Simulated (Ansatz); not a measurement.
Si(OH)3(SH) (H4O3SSi), SMILES O[Si](O)(S)O.

The structure is a stationary point at B3LYP-D3(BJ)/def2-SVP. The values are those of a single conformer.

Two levels are set side by side: PBE/def2-SVPD (Ansatz, a quantum-chemistry and plane-wave program) and PBE0/def2-SVPD (Ansatz). Energy differences of separate SCF runs at the same geometry; the states with an electron removed or added have multiplicity 2 and 2. Differences are taken from unrounded values.

| quantity | PBE0 | PBE | PBE minus PBE0 |
|---|---|---|---|
| vertical ionisation energy (eV) | 10.04 | 9.76 | -0.27 |
| vertical singlet–triplet gap (eV) | 5.82 | 5.59 | -0.23 |
